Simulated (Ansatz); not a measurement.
Basis-set extrapolation for CH4F2Si, SMILES `C[SiH](F)F` (PBE0-D4/def2-TZVP geometry, frozen core, Ansatz 0.2.0). Multiplicity 1, RHF reference.

```csv
,def2-TZVPP,def2-QZVPP
HF,-528.283864,-528.305157
MP2 correlation,-0.797352,-0.867479
CCSD(T) correlation,-0.846374,not run
```

Energies in hartree. Use E(X) = E(∞) + A·exp(−7.88·√X) for Hartree–Fock and E(X) = E(∞) + B·X^(−2.97) for correlation, with X = 3 and 4, and add CCSD(T) minus MP2 of the smaller set to the MP2 limit.

What is the CCSD(T) energy at the basis-set limit?

HF limit: -528.305157 + (-0.021293) × 0.13774 = -528.30809. MP2 limit: -0.867479 + (-0.070127) × 0.74074 = -0.91942. Higher-order term: -0.846374 − (-0.797352) = -0.04902. Total: -529.27653 hartree, 3.98 eV below CCSD(T)/def2-TZVPP.
